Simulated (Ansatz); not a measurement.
Sn₃Se₂: single points at one geometry.

```yaml
crystal:
  periodic: [false, false, false]
  atoms:
    - {symbol: Sn, position_ang: [-2.167065, -0.170611, 0.003230]}
    - {symbol: Sn, position_ang: [0.712648, 0.207370, -1.372642]}
    - {symbol: Sn, position_ang: [0.097094, 1.620890, 1.447128]}
    - {symbol: Se, position_ang: [2.165398, 0.345570, 0.911554]}
    - {symbol: Se, position_ang: [-0.808064, -2.003220, -0.989270]}
basis:
  gaussian: {orbitals: def2-TZVP, initial_orbitals: start.molden}
hamiltonian: {xc: {name: r2SCANh}, dispersion: d4}
scf: {omitted_lower_state_checks: [starts]}
output: {orbitals: {seedname: orbitals}}
```

The file start.molden holds the orbitals of an earlier run on this structure, at another level or in another basis.

```sh
$ ansatz run in.yaml --threads 4 --pin off --events-out ev --progress --plain --max-ram 4787MiB
```

Shortened log:

```
Functional definition: r2SCANh
1989 factors; their error is unknown
mean field evaluation 1: about -148203.4646 eV, gradient 8.0e0 eV
mean field evaluation 2: about -148203.5070 eV, gradient 6.9e-2 eV
mean field evaluation 4: about -148203.8958 eV, gradient 3.5e-4 eV
mean field -148203.89577961 eV, -5446.3927136922 hartree, gradient 1.2e-5 eV, S^2 0.000000; 0 other end points of the search recorded, 0 dependent functions left out
reference -148203.89579167 eV, -5446.3927141352 hartree; 67, 67 occupied and 179, 179 virtual orbitals, 1989 factors
Total energy: -148203.98709512 eV, -5446.3960694750 hartree
Checks for a lower state left out: starts
```

Run time 13 s (4 threads of Arm Neoverse V2 on a shared host), peak host memory 1.3 GiB.

The first input with `hamiltonian: {xc: pbe, dispersion: d4}`, `output: {forces: true, orbitals: {seedname: orbitals}}` (abridged; 4.5 s):

```
Functional definition: PBE
mean field -148179.77261042 eV, -5445.5062035758 hartree, gradient 2.6e-5 eV, S^2 0.000000
Total energy: -148180.18621731 eV, -5445.5214033486 hartree
Atom 0 force    -0.094317     0.111959     0.057550 eV/Å
Atom 1 force     0.000209     0.089162    -0.110304 eV/Å
Atom 2 force    -0.124762     0.088418     0.038070 eV/Å
Atom 3 force     0.200015    -0.073386     0.065252 eV/Å
Atom 4 force     0.018855    -0.216153    -0.050568 eV/Å
Dipole moment:    -0.436112     0.489489     0.077049 e Å
Checks for a lower state left out: starts
```

As the first input, with `correlation: {method: mp2}` and without the key `hamiltonian` (abridged; 11 s):

```
Functional definition: HF
mean field -148027.58472453 eV, -5439.9134019258 hartree, gradient 3.0e-6 eV, S^2 0.000000; unrestricted orbitals would lower it
30 core orbitals not correlated: weight in the atoms' cores, before any rotation towards them, 1.000 or more for the frozen orbitals, at most 0.000 for the correlated occupied ones
second order -40.06089160 eV of doubles, -0.00000000 eV of singles
Total energy: -148067.64561613 eV, -5441.3856125379 hartree
Checks for a lower state left out: starts
```

Geometry: PBE0-D4/def2-SVP.

In the def2 sets Sn takes a core potential; there is no spin–orbit coupling. Correlated methods freeze 30 core orbitals; core or outer-core shells of Sn, Se are correlated, in sets that lack core-valence functions. The restricted singlet is unstable towards broken spin symmetry in Hartree–Fock (as tested in another run); at r2SCANh-D4/def2-TZVP, PBE-D4/def2-TZVP this wasn't settled. At MP2/def2-TZVP the restricted singlet (for correlated methods, its reference) is unstable: a solution with broken spin symmetry lies lower. Another isomer (singlet) lies 1.00 eV lower at PBE0-D4/def2-TZVP; other spin states weren't run for this one.
